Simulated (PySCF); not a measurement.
**Electronic structure of Cu(2+) (copper, charge +2) at the UHF level**

Configuration: [Ar] 3d9, 2D determinant. Computed with PySCF 2.14 in aug-cc-pVDZ-DK (7s6p4d2f, 59 functions), with scalar relativity by spin-free X2C-1e.

```
Total energy                                                  : -1652.275260 hartree
One-electron energy                                           : -2280.3136 hartree
Hartree (Coulomb) energy                                      : 694.1269 hartree
Exchange energy                                               : -66.0886 hartree
⟨S²⟩                                                          : 0.7512
⟨L²⟩                                                          : 6.012
Sum of ⟨r⟩                                                    : 15.85 bohr
Sum of ⟨r²⟩                                                   : 15.06 bohr²
Traceless quadrupole moment −½Σ⟨3z² − r²⟩ along its main axis : -0.332 e·bohr²
Langevin diamagnetic susceptibility                           : -11.9 ×10⁻⁶ cm³/mol
Time after the integrals                                      : 0.36 s of wall time on 1 thread of Neoverse-V1 (shared host)
```

```
shell  electrons  mean orbital energy (eV)  spread (eV)  rms radius, mean of both spins (bohr)
 1s α          1                   -9073.3            0                                 0.0601
 1s β          1                   -9073.3            0                                 0.0601
 2s α          1                   -1160.8            0                                  0.254
 2s β          1                   -1159.6            0                                  0.254
 2p α          3                   -1001.4        1.212                                  0.228
 2p β          3                   -1000.3        0.012                                  0.228
 3s α          1                   -168.22            0                                  0.763
 3s β          1                   -165.35            0                                  0.763
 3p α          3                   -119.49        2.455                                  0.810
 3p β          3                   -116.07        1.553                                  0.810
 3d α          5                   -40.561        2.901                                   1.03
 3d β          4                   -38.910        2.287                                   1.03
```

Densities and radii are taken from the X2C orbitals without a picture-change correction, which distorts them close to the nucleus.
